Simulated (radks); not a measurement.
Spin polarisation of the 4f2 shell in Ce2+. Start: [Xe] 4f(up 1, down 1); electrons of 4f are moved from spin down to spin up, other shells keep equal spins. Calculated with a radial shooting solver on a logarithmic mesh with Libxc functionals: non-relativistic Kohn-Sham, TPSS, spin-polarised, spherical densities, point nucleus; meta-GGA in the generalised Kohn-Sham scheme.

| moment (Bohr magnetons) | E - E(0) (eV) | e(4f up) (eV) | e(4f down) (eV) | 5p down minus up (eV) | 5s down minus up (eV) |
|---|---|---|---|---|---|
| 0 | 0.000 | -15.138 | -15.138 | 0.000 | 0.000 |
| 0.5 | -0.044 | -15.307 | -14.955 | 0.177 | 0.214 |
| 1 | -0.176 | -15.461 | -14.756 | 0.354 | 0.428 |
| 1.5 | -0.396 | -15.600 | -14.543 | 0.532 | 0.643 |
| 2 | -0.705 | -15.723 | -14.314 | 0.710 | 0.858 |

At moment 2 the spin-polarisation energy is -0.705 eV and the 4f exchange splitting 1.409 eV, that is 0.705 eV per Bohr magneton; E = -I m^2/4 would give I = 0.705 eV.
